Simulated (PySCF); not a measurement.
# Reading the logs of faulty runs: AlBFH2O

These are calculations, not measurements. The program is PySCF 2.14.0, an open-source quantum chemistry code, run on an isolated molecule that a program drew, which may never have been made. The molecule is AlBFH2O (charge 0, doublet), drawn as the SMILES string `[BH][Al]([OH])[F]`.

Each row is a Hartree-Fock (HF) and frozen-core CCSD(T) single point in the cc-pV(D+d)Z basis, meant for a local HF minimum. Run 1 is clean. Each other run has one planted mistake out of seven kinds, and not every kind appears here: one electron removed, one electron added, multiplicity raised by two, geometry at a saddle point, minimal basis STO-3G, one bond length entered in bohr, all coordinates scaled. The reference is restricted for singlets and unrestricted otherwise, and also for a bond in bohr. Adding or removing an electron swaps singlet and doublet. Electrons count all cores. HOMO and LUMO are orbital energies over both spins, the gradient is its largest component, and the lowest frequency (negative if imaginary) is given only where the gradient is small. Bond lengths are over the 5 bonds as drawn. T1 is the CCSD diagnostic: over 0.02 (restricted) or 0.045 (unrestricted) a single reference is doubtful.

Geometry of the clean run:
```xyz
6
AlBFH2O, angstrom
B    -1.5412    0.2619   -0.8332
Al   -1.9720    0.7934   -2.7638
O    -0.8142    0.6806   -3.9728
F    -3.4664    1.4122   -3.1197
H    -1.3922   -0.3121    0.1953
H    -0.8565    0.9243   -4.8819
```

| run | electrons | basis functions | <S^2> | HOMO (eV) | LUMO (eV) | gradient (hartree/bohr) | lowest frequency (cm^-1) | mean bond (Å) | longest bond (Å) | T1 | HF (hartree) | CCSD(T) (hartree) | mistake |
|---|---|---|---|---|---|---|---|---|---|---|---|---|---|
| 1 | 37 | 75 | 0.760 | -8.61 | 0.86 | 8.1e-06 | 155 | 1.5023 | 2.048 | 0.0143 | -442.13893 | -442.66243 | no fault |
| 2 | 37 | 75 | 0.759 | -8.54 | 0.86 | 5.1e-05 | -112 | 1.5005 | 2.041 | 0.0142 | -442.13890 | -442.66243 | geometry at a saddle point |
| 3 | 36 | 75 | 0.000 | -18.48 | -6.94 | 7.8e-02 | - | 1.5023 | 2.048 | 0.0177 | -441.85512 | -442.36962 | ? |
| 4 | 37 | 75 | 3.758 | -9.15 | -1.70 | 1.7e-02 | - | 1.5023 | 2.048 | 0.0241 | -442.02503 | -442.53435 | ? |

**Which mistake was planted in run 3, and what did it cost?**

It counts 36 electrons, one fewer than the clean run, at the same geometry and basis. So the mistake is: one electron removed. Subtracting run 1 and multiplying by 627.51 kcal/mol a hartree, the energy moved by 178.1 kcal/mol in HF and 183.7 kcal/mol in CCSD(T).

**Which mistake was planted in run 4, and what did it cost?**

Electrons, basis and geometry are unchanged, and <S^2> is 3.758, beside S(S+1) = 3.75 for a multiplicity of 4. So the mistake is: multiplicity raised by two. Subtracting run 1 and multiplying by 627.51 kcal/mol a hartree, the energy moved by 71.5 kcal/mol in HF and 80.4 kcal/mol in CCSD(T).

